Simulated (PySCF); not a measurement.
Te(GeH3)(OSiH3) (GeH6OSiTe), SMILES [SiH3]O[Te][GeH3].

Coordinates come from a B3LYP-D3(BJ)/def2-SVP optimisation. The def2 effective core potentials stand for the cores of Te; spin–orbit coupling is left out. Other conformers were not sampled.

Level of theory: B3LYP-D3(BJ)/def2-SVP run with PySCF 2.14.0.

Frequencies are harmonic and unscaled.

Computed harmonic wavenumbers and intensities:
```json
[
 {"mode": "1", "ν (cm⁻¹)": "48", "IR (km/mol)": "0.3", "moving atoms (share of kinetic energy)": "Si 37 %, H 25 %, Ge 20 %, Te 10 %, O 9 %"},
 {"mode": "2", "ν (cm⁻¹)": "70", "IR (km/mol)": "0.2", "moving atoms (share of kinetic energy)": "H 74 %, O 9 %"},
 {"mode": "3", "ν (cm⁻¹)": "83", "IR (km/mol)": "0.4", "moving atoms (share of kinetic energy)": "H 77 %, O 12 %"},
 {"mode": "4", "ν (cm⁻¹)": "140", "IR (km/mol)": "2.0", "moving atoms (share of kinetic energy)": "O 42 %, H 35 %, Si 16 %"},
 {"mode": "5", "ν (cm⁻¹)": "145", "IR (km/mol)": "2.0", "moving atoms (share of kinetic energy)": "O 33 %, Si 28 %, H 25 %, Te 13 %"},
 {"mode": "6", "ν (cm⁻¹)": "228", "IR (km/mol)": "1.8", "moving atoms (share of kinetic energy)": "Ge 59 %, Te 38 %"},
 {"mode": "7", "ν (cm⁻¹)": "474", "IR (km/mol)": "10.1", "moving atoms (share of kinetic energy)": "O 55 %, H 18 %, Te 14 %, Si 13 %"},
 {"mode": "8", "ν (cm⁻¹)": "484", "IR (km/mol)": "13.3", "moving atoms (share of kinetic energy)": "H 86 %"},
 {"mode": "9", "ν (cm⁻¹)": "501", "IR (km/mol)": "4.9", "moving atoms (share of kinetic energy)": "H 96 %"},
 {"mode": "10", "ν (cm⁻¹)": "718", "IR (km/mol)": "29.7", "moving atoms (share of kinetic energy)": "H 84 %, Si 9 %"},
 {"mode": "11", "ν (cm⁻¹)": "727", "IR (km/mol)": "46.1", "moving atoms (share of kinetic energy)": "H 78 %, O 12 %, Si 10 %"},
 {"mode": "12", "ν (cm⁻¹)": "787", "IR (km/mol)": "358.4", "moving atoms (share of kinetic energy)": "H 95 %"},
 {"mode": "13", "ν (cm⁻¹)": "862", "IR (km/mol)": "32.2", "moving atoms (share of kinetic energy)": "H 99 %"},
 {"mode": "14", "ν (cm⁻¹)": "880", "IR (km/mol)": "19.9", "moving atoms (share of kinetic energy)": "H 96 %"},
 {"mode": "15", "ν (cm⁻¹)": "904", "IR (km/mol)": "286.7", "moving atoms (share of kinetic energy)": "O 68 %, Si 24 %"},
 {"mode": "16", "ν (cm⁻¹)": "944", "IR (km/mol)": "79.5", "moving atoms (share of kinetic energy)": "H 96 %"},
 {"mode": "17", "ν (cm⁻¹)": "958", "IR (km/mol)": "122.9", "moving atoms (share of kinetic energy)": "H 95 %"},
 {"mode": "18", "ν (cm⁻¹)": "996", "IR (km/mol)": "279.2", "moving atoms (share of kinetic energy)": "H 93 %"},
 {"mode": "19", "ν (cm⁻¹)": "2122", "IR (km/mol)": "81.6", "moving atoms (share of kinetic energy)": "H 100 %"},
 {"mode": "20", "ν (cm⁻¹)": "2141", "IR (km/mol)": "85.0", "moving atoms (share of kinetic energy)": "H 98 %"},
 {"mode": "21", "ν (cm⁻¹)": "2143", "IR (km/mol)": "82.3", "moving atoms (share of kinetic energy)": "H 98 %"},
 {"mode": "22", "ν (cm⁻¹)": "2205", "IR (km/mol)": "127.5", "moving atoms (share of kinetic energy)": "H 96 %"},
 {"mode": "23", "ν (cm⁻¹)": "2211", "IR (km/mol)": "104.0", "moving atoms (share of kinetic energy)": "H 98 %"},
 {"mode": "24", "ν (cm⁻¹)": "2238", "IR (km/mol)": "136.0", "moving atoms (share of kinetic energy)": "H 97 %"}
]
```
